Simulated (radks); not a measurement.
Q: Species: Co3+. Configuration: [Ar] 3d6. All-electron calculation, non-relativistic Kohn-Sham, r2SCAN, spin-polarised, spherical densities, point nucleus; open shells are filled with parallel spins first; meta-GGA in the generalised Kohn-Sham scheme. Program: a radial shooting solver on a logarithmic mesh with Libxc functionals. Some entries of the table are withheld. Estimate them.

orbital,occ.,eigenvalue (eV),<r^2> (bohr^2),<r> (bohr)
1s down,1,-7579.443,0.004345,0.05692
1s up,1,-7579.421,0.004345,0.05692
2s up,1,-932.4697,0.07883,0.2585
2s down,1,-929.3942,0.07845,0.2579
2p up,3,-812.8435,0.06291,0.2264
2p down,3,-810.5502,0.06253,0.2258
3s up,1,-144.0385,(1),0.7750
3s down,1,-137.8320,(2),0.7799
3p up,3,-107.6167,0.7624,0.8062
3p down,3,-101.4163,0.7776,0.8138
3d up,5,(3),1.059,0.9195
3d down,1,(4),1.162,0.9570

A: 
(1) 3s up <r^2> (bohr^2): 0.6914
(2) 3s down <r^2> (bohr^2): 0.7005
(3) 3d up eigenvalue (eV): -47.7815
(4) 3d down eigenvalue (eV): -41.7270
